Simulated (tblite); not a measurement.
Species: C2H5Cl3SSi.
Atom-mapped SMILES: `[CH3:1][S:2][Si@H:3]([Cl:4])[CH:5]([Cl:6])[Cl:7]` (hydrogens: H8, H9, H10 on C1; H11 on Si3; H12 on C5)

Computed with GFN2-xTB (tblite), gas phase: L-BFGS steps from a force-field or distance-geometry start until the largest atomic force falls under 0.01 eV/Å.

Step 42: E = -694.1702 eV
```
atom  x, y, z in Å  |  force x, y, z in eV/Å
C1      2.4744    0.0556    0.0342   -0.016  -0.009  -0.009
S2      0.9995   -0.9045   -0.4476    0.010   0.000  -0.008
Si3    -0.5385    0.4128    0.2260    0.016   0.012  -0.003
Cl4    -0.2604    0.9124    2.1483   -0.006   0.032   0.031
C5     -2.1601   -0.5933    0.0641   -0.016  -0.040  -0.041
Cl6    -2.4495   -0.9268   -1.6596   -0.019  -0.006   0.045
Cl7    -3.5244    0.3262    0.7291    0.002   0.033   0.006
H8      2.5228    0.9585   -0.5649    0.028  -0.010   0.017
H9      2.4280    0.2964    1.0912   -0.005  -0.015  -0.026
H10     3.3289   -0.5797   -0.1723    0.004   0.033   0.010
H11    -0.6671    1.5951   -0.6103    0.014   0.014  -0.002
H12    -2.1524   -1.5533    0.5770   -0.011  -0.044  -0.021
```

Step 43: E = -694.1706 eV
```
atom  x, y, z in Å  |  force x, y, z in eV/Å
C1      2.4743    0.0542    0.0356   -0.004   0.003  -0.009
S2      0.9980   -0.9015   -0.4531    0.046   0.001  -0.008
Si3    -0.5387    0.4147    0.2219    0.007   0.022   0.015
Cl4    -0.2603    0.9158    2.1441   -0.003   0.030   0.027
C5     -2.1589   -0.5936    0.0648   -0.046  -0.047  -0.039
Cl6    -2.4546   -0.9272   -1.6573   -0.017  -0.002   0.032
Cl7    -3.5241    0.3240    0.7345    0.021   0.020   0.002
H8      2.5294    0.9584   -0.5617    0.010  -0.014   0.025
H9      2.4263    0.2923    1.0932   -0.016  -0.010  -0.031
H10     3.3303   -0.5796   -0.1683   -0.004   0.010   0.002
H11    -0.6710    1.5972   -0.6133    0.015   0.016  -0.006
H12    -2.1495   -1.5554    0.5749   -0.008  -0.030  -0.010
```

Question: Estimate the geometry and energy of step 44. (The exact step hangs on the optimiser's Hessian estimate; all steps are aligned on step 43, rigid shifts and turns removed.)

Answer: E = -694.1709 eV, largest force 0.063 eV/Å
```
atom  x, y, z in Å  |  force x, y, z in eV/Å
C1      2.4751    0.0543    0.0350    0.021   0.002  -0.002
S2      0.9998   -0.9013   -0.4527    0.037  -0.010  -0.015
Si3    -0.5382    0.4138    0.2210   -0.002   0.018   0.027
Cl4    -0.2680    0.9145    2.1449    0.003   0.028   0.020
C5     -2.1590   -0.5944    0.0641   -0.048  -0.032  -0.026
Cl6    -2.4593   -0.9287   -1.6549   -0.019  -0.001  -0.004
Cl7    -3.5214    0.3278    0.7359    0.026   0.013   0.001
H8      2.5325    0.9578   -0.5614   -0.004   0.016   0.007
H9      2.4288    0.2919    1.0920   -0.025  -0.001  -0.004
H10     3.3330   -0.5766   -0.1683    0.001  -0.016  -0.004
H11    -0.6706    1.5967   -0.6133    0.015   0.018  -0.009
H12    -2.1516   -1.5564    0.5731   -0.004  -0.032   0.009
```

The energy changes by -0.0004 eV. The first-order estimate −F·Δx gives -0.0006 eV and the mean of the old and new forces, exact on a quadratic surface, -0.0003 eV. The step makes an angle of 71° with the force vector and moves no atom by more than 0.008 Å.

What follows is the cost of the whole relaxation. The run took 0.93 s of wall time on one thread, Arm Neoverse N1 (aarch64), shared host with 64 logical CPUs at a one-minute load of 58.
